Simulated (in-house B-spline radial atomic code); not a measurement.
The nitrogen ion N³⁺ is squeezed into an impenetrable sphere of radius R (the orbitals vanish at R). Method: non-relativistic r2SCAN, spin-polarised, spherical fractional occupations, point nucleus. Calculated with an all-electron radial atomic-structure program (B-spline basis).

Energies in eV above the free ion in [He] 2s2:

```csv
R (bohr),highest level (eV),[He] 2s2,[He] 2s1 2p1
8.2,-68.5,0,7.407
6.4,-68.5,-1.002e-05,7.407
5.34,-68.5,5.171e-05,7.407
4.6,-68.5,0.001269,7.409
3.76,-68.4,0.03088,7.441
3.13,-68.1,0.2956,7.704
2.58,-66.8,1.891,9.186
2.26,-64.3,5.283,12.22
1.68,-47.7,31.94,35.06
1.25,4.72,124.8,110.9
```

(1) Does [He] 2s1 2p1 fall below [He] 2s2 under compression?

The highest level is first positive in the row R = 1.25 bohr, pushed up by confinement above the zero of the free ion's potential. Each configuration is held fixed and needn't be the lowest in the sphere.

## Answers

(1) Yes, between R = 1.68 and 1.25 bohr the order changes (near 1.6 bohr by linear interpolation).
